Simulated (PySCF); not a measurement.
Saddle point of BH5SeS, closed shell (BH₃S ([BH2][SH]) + H₂Se → BH₃Se ([BH2][SeH]) + H₂S (still joined by a long B–S bond); bonds formed: S2–H5; dative contacts that become bonds: B1–Se6; bonds broken: H5–Se6; bonds weakened to dative contacts: B1–S2), PBE0-D4/def2-TZVP structure:

B1  (-0.624, -0.502, -0.180)
S2  (0.972, -0.166, -1.274)
H3  (-0.578, -1.615, 0.251)
H4  (-1.630, -0.126, -0.705)
H5  (0.982, 0.747, 0.176)
Se6  (-0.183, 0.867, 1.431)
H7  (0.511, 0.889, -1.965)
H8  (0.550, -0.094, 2.266)
(Å)

Energies are electronic, without zero-point energy. Barriers and step energies count from the start structure reached by relaxing down the imaginary mode; all methods use the PBE0-D4 structures, on which another method's saddle can fall below an end. PySCF 2.14 with density fitting (its default auxiliary sets; JK sets also for MP2 and CCSD(T)); basis: def2-TZVPP, with def2-QZVPP for the basis limit; cores frozen in the correlated methods. Filled d shells of the heavier atoms are correlated. The def2 sets are not built for correlating such inner shells, so the correlated values are less sure here. B3LYP uses VWN-RPA correlation. Extrapolation: Hartree–Fock as exp(−7.88 √X), correlation as X^−2.97.

| method | barrier (kJ/mol) | step energy (kJ/mol) |
| --- | --- | --- |
| SPW92 | ? | -9.6 |
| PBE-D4 | 32.8 | -4.8 |
| r2SCAN-D4 | ? | -5.3 |
| PBE0-D4 | 46.1 | -6.9 |
| B3LYP-D4 | ? | -3.1 |
| BHLYP-D4 | 74.0 | -5.2 |
| wB97M-V | 62.6 | -6.2 |
| HF | 112.6 | -3.5 |
| MP2 | 52.7 | -7.0 |
| CCSD | 72.7 | -4.0 |
| CCSD(T) | 62.4 | -4.3 |

Task: Fill in the withheld barriers. (Judge from chemistry; the value comes from the calculation.)

Result: The calculation gives: r2SCAN-D4 42.8; SPW92 17.6; B3LYP-D4 56.1 kJ/mol. Each is the energy of the saddle less that of the start structure, by the same method.

For comparison, the barrier by CCSD(T) at an estimated basis limit (MP2 extrapolated from triple and quadruple zeta, plus CCSD(T) − MP2 in triple zeta) is 58.4 kJ/mol.

The T1 diagnostic stays at or below 0.011.

Labels in which every atom is bracketed show which atoms are joined, not bond orders.

For scale, one of the runs: CCSD(T)/def2-TZVPP, 191 basis functions, launched by `OMP_NUM_THREADS=4 python run.py`. Hardware: 4 CPU threads of an Arm Neoverse V2, shared host. Wall time 6.5 min; peak host memory 2.4 GiB.
